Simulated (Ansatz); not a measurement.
Total energies of B$_{2}$ClFH$_{3}$P, SMILES `BPB(F)Cl`.

Cartesian coordinates in Å:
```
B 0.095 -0.302 1.545
P -0.350 0.813 0.151
B -0.176 -0.056 -1.514
F 0.349 0.575 -2.544
Cl -0.789 -1.676 -1.746
H 0.619 0.154 2.513
H -0.252 -1.439 1.487
H 0.503 1.931 0.108
```

The species carries charge 0 and has multiplicity 1. The geometry is a stationary point of PBE0-D4/def2-TZVP. It is one conformer, not always the lowest. Basis def2-TZVPP, Ansatz.

RPA on PBE orbitals: Hartree–Fock energy of these orbitals -950.90868 Eh, correlation -1.30692 Eh (frozen core).

```
 functional  energy without D4 (Eh)  D4 term (kJ/mol)
LDA (SPW92)              -949.11196                 –
        PBE              -952.54612             -19.2
     revPBE              -952.87449             -54.9
       BLYP              -953.03259             -42.3
     r2SCAN              -952.94433              -4.5
     B97M-V              -952.85989                 –
    r2SCANh              -952.93436              -4.9
    r2SCAN0              -952.92057              -5.4
      BHLYP              -953.01260             -25.1
  CAM-B3LYP              -953.03621             -16.7
    LC-ωPBE              -952.74196                 –
    ωB97X-V              -952.90716                 –
     B2PLYP              -952.71566                 –
   PBE-QIDH              -952.43575                 –
```

**Question.** Give the same for PBE0, B3LYP, HSE06 (plane-wave form), ωB97M-V. (Best estimate.)

**Answer.** Computed: 
| functional | energy without D4 (Eh) | D4 term (kJ/mol) |
| --- | --- | --- |
| PBE0 | -952.62571 | -16.3 |
| B3LYP | -953.11844 | -31.4 |
| HSE06 (plane-wave form) | -952.60337 | -15.3 |
| ωB97M-V | -952.97777 | – |

B3LYP takes the VWN-RPA correlation (the form of Gaussian; ORCA's B3LYP/G). HSE06 is the plane-wave form, built on full-range PBE exchange. The double hybrids freeze the cores in their second-order part.

LC-ωPBE has ω = 0.4 bohr⁻¹.
